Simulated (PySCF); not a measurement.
A structure optimised at B3LYP-D3(BJ)/def2-TZVP, used in a PySCF frequency run:

```
Sr
F 1 2.1388
F 1 2.1388 2 129.77
```

Task: Write its SMILES, formula and point group.

Result: [F][Sr][F], F₂Sr, C2v

Task: What are its rotational constants (standard atomic weights)?

Result: 23.135, 3.5465, 3.0751 GHz
